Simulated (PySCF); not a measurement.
Electron correlation in Ar³⁺ (argon, charge +3)

Starting occupation: [Ne] 3s2 3p3, 3p1/2 with m_j = -1/2, +1/2, 3p3/2 with m_j = +3/2. Computed with PySCF 2.14 in x2c-TZVPPall-2c, with X2C-1e with screened-nucleus spin-orbit coupling, Gaussian nucleus. Frozen: [Ne]; 5 electrons correlated.

MP2 pair energies summed by pair of shells (mhartree):

```json
{"pair": "3p-3s", "energy": "-67.24", "share (%)": "66.5"}
{"pair": "3p-3p", "energy": "-24.00", "share (%)": "23.7"}
{"pair": "3s-3s", "energy": "-9.88", "share (%)": "9.8"}
```

Total MP2 correlation energy: -101.11 mhartree.

The GHF reference relaxed away from the jj start to a determinant that is no pure jj level (⟨S²⟩ = 3.75, ⟨J²⟩ = 3.75); the energies belong to that determinant.
